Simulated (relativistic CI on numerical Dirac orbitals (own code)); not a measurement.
## Level scheme of La15+

Calculated at this level of theory: Dirac-Coulomb-Breit CI, separate exchange-only KLI orbitals for each configuration, QED by a radiative potential, unscaled Slater integrals (own radial code, finite nucleus).

Configuration list (outside the closed core [Ar] 3d10): 4s2.4p6.4d6, 4s2.4p5.4d7, 4s2.4p6.4d5.4f, 4s.4p6.4d7, 4s2.4p6.4d5.5s, 4s2.4p5.4d6.4f, 4s2.4p6.4d5.5p, 4s.4p6.4d6.4f, 4s2.4p6.4d4.4f.5s, 4s2.4p6.4d5.5d, 4s2.4p6.4d4.5s.5p, 4s2.4p5.4d6.5s, 4s2.4p6.4d5.5f, 4s2.4p6.4d5.6s, 4s2.4p6.4d5.6p, 4s2.4p6.4d5.6f, 4s2.4p6.4d5.7s, 4s.4p6.4d6.5s, 4s2.4p6.4d5.7p, 4p6.4d7.5p, 4p6.4d8, 4p5.4d9, 4p5.4d8.4f, 4s2.4p6.4d4.5s2, 4s2.4p6.4d3.4f.5s2, 4s2.4p5.4d4.4f.5s2, 4s2.4p6.4d3.5s2.5p. Double excitations out of closed p, d and f shells are left out; levels of such configurations are missing from the list, as are those of other unlisted configurations, and high levels can miss mixing partners. These lack a partner that the ground configuration has and come out too high: 4s2.4p5.4d6.5s.

The lowest level is 4s2.4p6.4d6 5D_4, with 81 % of that term; Hund's rules for 4s2.4p6.4d6 give 5D with J = 4, in agreement.

| No. | Configuration | Term | J | E (cm⁻¹) | % | Landé g | jj configuration (%) |
| --- | --- | --- | --- | --- | --- | --- | --- |
| 1 | 4s2.4p6.4d6 | 5D | 4 | 0 | 81 | 1.449 | 4d5/2^2 (55) |
| 2 | 4s2.4p6.4d6 | 5D | 2 | 14810 | 63 | 1.450 | 4d5/2^2 (55) |
| 3 | 4s2.4p6.4d6 | 5D | 3 | 15625 | 91 | 1.471 | 4d3/2^3 4d5/2^3 (74) |
| 4 | 4s2.4p6.4d6 | 5D | 1 | 23571 | 82 | 1.469 | 4d3/2^3 4d5/2^3 (72) |
| 5 | 4s2.4p6.4d6 | 5D | 0 | 24769 | 79 |  | 4d3/2^2 4d5/2^4 (50) |
| 6 | 4s2.4p6.4d6 | 3H | 4 | 37435 | 30 | 1.040 | 4d3/2^3 4d5/2^3 (56) |
| 7 | 4s2.4p6.4d6 | 3H | 6 | 44658 | 82 | 1.137 | 4d3/2^3 4d5/2^3 (92) |
| 8 | 4s2.4p6.4d6 | 3H | 5 | 45491 | 54 | 1.107 | 4d3/2^3 4d5/2^3 (95) |
| 9 | 4s2.4p6.4d6 | 3P | 2 | 51133 | 40 | 1.370 | 4d3/2^2 4d5/2^4 (59) |
| 10 | 4s2.4p6.4d6 | 3F | 3 | 56633 | 50 | 0.985 | 4d3/2^3 4d5/2^3 (77) |
| 11 | 4s2.4p6.4d6 | 3F | 2 | 58401 | 69 | 0.848 | 4d3/2^3 4d5/2^3 (76) |
| 12 | 4s2.4p6.4d6 | 3H | 4 | 65522 | 53 | 1.006 | 4d3/2^2 4d5/2^4 (84) |
| 13 | 4s2.4p6.4d6 | 3G | 5 | 72331 | 54 | 1.123 | 4d3/2^2 4d5/2^4 (95) |
| 14 | 4s2.4p6.4d6 | 3D | 1 | 74021 | 64 | 0.848 | 4d3/2^3 4d5/2^3 (67) |
| 15 | 4s2.4p6.4d6 | 3G | 4 | 74077 | 60 | 1.082 | 4d3/2^3 4d5/2^3 (46) |
| 16 | 4s2.4p6.4d6 | 1S | 0 | 74206 | 53 |  | 4d3/2^3 4d5/2^3 (44) |
| 17 | 4s2.4p6.4d6 | 3D | 2 | 77746 | 66 | 1.170 | 4d3/2^2 4d5/2^4 (49) |
| 18 | 4s2.4p6.4d6 | 3F | 3 | 80491 | 40 | 1.126 | 4d3/2^2 4d5/2^4 (46) |
| 19 | 4s2.4p6.4d6 | 1I | 6 | 80927 | 82 | 1.027 | 4d3/2^2 4d5/2^4 (92) |
| 20 | 4s2.4p6.4d6 | 3D | 3 | 82029 | 48 | 1.070 | 4d3/2^2 4d5/2^4 (86) |
| 21 | 4s2.4p6.4d6 | 3P | 1 | 92030 | 65 | 1.201 | 4d3/2^2 4d5/2^4 (56) |
| 22 | 4s2.4p6.4d6 | 3P | 0 | 92593 | 92 |  | 4d5/2^2 (51) |
| 23 | 4s2.4p6.4d6 | 1F | 3 | 96134 | 65 | 1.020 | 4d3/2^3 4d5/2^3 (89) |
| 24 | 4s2.4p6.4d6 | 1G | 4 | 99321 | 68 | 1.028 | 4d3/2^2 4d5/2^4 (48) |
| 25 | 4s2.4p6.4d6 | 1D | 2 | 102908 | 59 | 1.032 | 4d3/2^2 4d5/2^4 (54) |
| 26 | 4s2.4p6.4d6 | 3P | 1 | 118195 | 92 | 1.478 | 4d3/2^3 4d5/2^3 (58) |
| 27 | 4s2.4p6.4d6 | 3F | 4 | 125469 | 81 | 1.206 | 4d3/2^2 4d5/2^4 (54) |
| 28 | 4s2.4p6.4d6 | 3F | 2 | 127618 | 90 | 0.713 | 4d3/2^2 4d5/2^4 (79) |
| 29 | 4s2.4p6.4d6 | 3P | 0 | 138601 | 55 |  | 4d5/2^6 (77) |
| 30 | 4s2.4p6.4d6 | 3F | 3 | 141802 | 62 | 1.071 | 4d3/2 4d5/2^5 (76) |
| 31 | 4s2.4p6.4d6 | 3P | 2 | 142370 | 79 | 1.407 | 4d3/2 4d5/2^5 (61) |
| 32 | 4s2.4p6.4d6 | 1G | 4 | 143458 | 81 | 1.032 | 4d3/2^2 4d5/2^4 (55) |
| 33 | 4s2.4p6.4d6 | 1D | 2 | 178630 | 95 | 1.000 | 4d3/2^2 4d5/2^4 (79) |
| 34 | 4s2.4p6.4d6 | 1S | 0 | 233812 | 95 |  | 4d3/2^2 4d5/2^4 (77) |
| 35 | 4p5.4d7(4F) | 5G° | 6 | 775733 | 90 | 1.319 | 4p3/2^3 4d5/2^3 (71) |
| 36 | 4p5.4d7(4F) | 5F° | 5 | 793252 | 53 | 1.315 | 4p3/2^3 4d5/2^3 (64) |
| 37 | 4p5.4d7(4F) | 3D° | 3 | 795596 | 64 | 1.305 | 4p3/2^3 4d5/2^3 (72) |
| 38 | 4p5.4d7(4F) | 5D° | 4 | 802397 | 34 | 1.388 | 4p3/2^3 4d5/2^3 (35) |
| 39 | 4p5.4d7(4P) | 3P° | 0 | 804017 | 51 |  | 4p3/2^3 4d5/2^3 (90) |
| 40 | 4p5.4d7(4F) | 5G° | 5 | 806503 | 61 | 1.231 | 4p3/2^3 4d3/2^3 4d5/2^4 (66) |
| 41 | 4p5.4d7(2P) | 3P° | 2 | 810027 | 20 | 1.291 | 4p3/2^3 4d5/2^3 (57) |
| 42 | 4p5.4d7(4F) | 5D° | 3 | 812043 | 39 | 1.438 | 4p3/2^3 4d3/2^3 4d5/2^4 (39) |
| 43 | 4p5.4d7(4F) | 5D° | 1 | 816390 | 44 | 1.385 | 4p3/2^3 4d3/2^3 4d5/2^4 (41) |
| 44 | 4p5.4d7(4F) | 3D° | 2 | 818636 | 38 | 1.292 | 4p3/2^3 4d3/2^3 4d5/2^4 (66) |
| 45 | 4p5.4d7(4F) | 5G° | 4 | 818942 | 34 | 1.259 | 4p3/2^3 4d3/2^3 4d5/2^4 (51) |
| 46 | 4p5.4d7(4F) | 5D° | 0 | 822599 | 55 |  | 4p3/2^3 4d3/2^3 4d5/2^4 (41) |
| 47 | 4p5.4d7(4P) | 5P° | 3 | 822749 | 39 | 1.472 | 4p3/2^3 4d3/2^3 4d5/2^4 (42) |
| 48 | 4p5.4d7(4P) | 5D° | 4 | 823670 | 49 | 1.364 | 4p3/2^3 4d3/2^3 4d5/2^4 (55) |
| 49 | 4p5.4d7(2G) | 3H° | 6 | 825874 | 74 | 1.156 | 4p3/2^3 4d3/2^3 4d5/2^4 (75) |
| 50 | 4p5.4d7(4P) | 3P° | 2 | 827158 | 36 | 1.241 | 4p3/2^3 4d5/2^3 (56) |
| 51 | 4p5.4d7(4F) | 3D° | 1 | 829564 | 43 | 0.508 | 4p3/2^3 4d3/2^3 4d5/2^4 (39) |
| 52 | 4s2.4p5.4d7 | 3G° | 3 | 829705 | 20 | 1.061 | 4p3/2^3 4d3/2^3 4d5/2^4 (75) |
| 53 | 4p5.4d7(4P) | 5P° | 2 | 829834 | 26 | 1.569 | 4p3/2^3 4d3/2^3 4d5/2^4 (49) |
| 54 | 4p5.4d7(2G) | 3G° | 4 | 833966 | 42 | 1.137 | 4p3/2^3 4d3/2^3 4d5/2^4 (68) |
| 55 | 4p5.4d7(4P) | 3P° | 1 | 839433 | 46 | 1.637 | 4p3/2^3 4d3/2^3 4d5/2^4 (64) |
| 56 | 4p5.4d7(2G) | 3G° | 3 | 840130 | 23 | 1.116 | 4p3/2^3 4d3/2^3 4d5/2^4 (40) |
| 57 | 4p5.4d7(2H) | 3H° | 5 | 840674 | 53 | 1.095 | 4p3/2^3 4d3/2^3 4d5/2^4 (72) |
| 58 | 4p5.4d7(2G) | 3F° | 4 | 844515 | 22 | 1.106 | 4p3/2^3 4d3/2^3 4d5/2^4 (35) |
| 59 | 4p5.4d7(2G) | 3F° | 2 | 846491 | 32 | 1.015 | 4p3/2^3 4d3/2^3 4d5/2^4 (68) |
| 60 | 4p5.4d7(4F) | 5F° | 2 | 850283 | 17 | 1.135 | 4p3/2^3 4d3/2^2 4d5/2^5 (35) |
| 61 | 4p5.4d7(2D) | 3P° | 1 | 853384 | 27 | 1.440 | 4p3/2^3 4d3/2^2 4d5/2^5 (33) |
| 62 | 4p5.4d7(2F) | 3F° | 2 | 856153 | 23 | 1.219 | 4p3/2^3 4d3/2^2 4d5/2^5 (39) |
| 63 | 4p5.4d7(2G) | 3F° | 3 | 856162 | 34 | 1.129 | 4p3/2^3 4d3/2^2 4d5/2^5 (39) |
| 64 | 4p5.4d7(2D) | 3F° | 4 | 858289 | 28 | 1.038 | 4p3/2^3 4d3/2^2 4d5/2^5 (55) |
| 65 | 4p5.4d7(2G) | 3F° | 3 | 859204 | 32 | 1.186 | 4p3/2^3 4d3/2^3 4d5/2^4 (37) |
| 66 | 4p5.4d7(2H) | 3I° | 7 | 860913 | 93 | 1.142 | 4p3/2^3 4d3/2^3 4d5/2^4 (93) |
| 67 | 4s2.4p5.4d7 | 3G° | 5 | 861880 | 21 | 1.190 | 4p3/2^3 4d3/2^3 4d5/2^4 (41) |
| 68 | 4p5.4d7(2G) | 3H° | 6 | 862024 | 67 | 1.151 | 4p3/2^3 4d3/2^3 4d5/2^4 (54) |
| 69 | 4d5(6S).4f | 7F° | 0 | 866390 | 82 |  | 4d3/2^3 4d5/2^2 4f5/2 (35) |
| 70 | 4d5(6S).4f | 7F° | 2 | 866743 | 85 | 1.461 | 4d3/2^3 4d5/2^2 4f5/2 (35) |

Energies count from the lowest computed level; ° marks odd parity. Percentages are summed over parent terms; the parents shown are those of the largest component, closed shells are left out there. Filled j subshells are mostly left out of the jj labels.

The mean weight of the leading LS term, summed over parents, in these 70 levels is 56 %, and that of the leading jj configuration (from the same eigenvectors) 60 %.

At this charge energies of transitions that change n are usually good to better than 1 %, and those within a shell (Δn = 0) to a few per cent. Terms inside the open d or f shell come out 10 to 20 % too wide with unscaled integrals. Levels and lines within the n = 5 or 6 shells can be off by up to 10 % or somewhat more, and those that change n by about 2 %, since core polarisation is missing.

LS names give the leading component of a level, which can be under half, so a name can repeat, a term be missing and a line seem to break the LS rules.
